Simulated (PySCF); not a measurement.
Electron correlation in Cl³⁺ (chlorine, charge +3)

[Ne] 3s2 3p2, high-spin 3P determinant. Computed with PySCF 2.14 in aug-cc-pVDZ-DK, with the spin-free X2C one-electron Hamiltonian (Gaussian nucleus). Frozen: [Ne]; 4 electrons correlated.

MP2 pair energies summed by pair of shells (mhartree):

```csv
pair,energy,share (%)
3s-3p,-33.98,61.2
3s-3s,-15.90,28.6
3p-3p,-5.66,10.2
```

Total MP2 correlation energy: -55.53 mhartree.

Same-spin part -8.43 and opposite-spin part -47.11 mhartree; SCS-MP2 scales them by 1/3 and 6/5 to -59.34 mhartree.

```json
{"level": "CCSD", "correlation energy (mhartree)": "-77.38"}
{"level": "(T)", "correlation energy (mhartree)": "-0.78"}
{"level": "CCSD(T)", "correlation energy (mhartree)": "-78.16"}
```

Diagnostics: T1 = 0.0062, D1 = 0.0169, largest double amplitude 0.106.

Cost of the coupled-cluster step: 0.19 s of wall time on 1 thread of AMD EPYC 7R43 64-Core Processor (shared host), for 4 correlated electrons.

Iterations:

```
CC2 = 0
CCSD nocc = (np.int64(3), np.int64(1)), nmo = (22, 22)
frozen orbitals [[0, 1, 2, 3, 4], [0, 1, 2, 3, 4]]
max_cycle = 100
direct = 0
conv_tol = 1e-08
conv_tol_normt = 1e-06
diis_space = 8
diis_start_cycle = 0
Init t2, MP2 energy = -0.0555348086945533
Init E_corr(UCCSD) = -0.0555348086953483
cycle = 1  E_corr(UCCSD) = -0.070568989430387  dE = -0.0150341807  norm(t1,t2) = 0.0442044
cycle = 2  E_corr(UCCSD) = -0.0749503170205164  dE = -0.00438132759  norm(t1,t2) = 0.0163212
cycle = 3  E_corr(UCCSD) = -0.0773923994628832  dE = -0.00244208244  norm(t1,t2) = 0.00701838
cycle = 4  E_corr(UCCSD) = -0.0773670667120296  dE = 2.53327509e-05  norm(t1,t2) = 0.00104693
cycle = 5  E_corr(UCCSD) = -0.0773799766291319  dE = -1.29099171e-05  norm(t1,t2) = 0.000136508
cycle = 6  E_corr(UCCSD) = -0.0773760838633654  dE = 3.89276577e-06  norm(t1,t2) = 1.61236e-05
cycle = 7  E_corr(UCCSD) = -0.0773773984872843  dE = -1.31462392e-06  norm(t1,t2) = 2.89297e-06
cycle = 8  E_corr(UCCSD) = -0.0773771072883064  dE = 2.91198978e-07  norm(t1,t2) = 7.18713e-07
cycle = 9  E_corr(UCCSD) = -0.0773771072439795  dE = 4.43269171e-11  norm(t1,t2) = 4.26033e-08
UCCSD converged
E(UCCSD) = -458.2640621362413  E_corr = -0.0773771072439795
UCCSD(T) correction = -0.000783752768615307
```
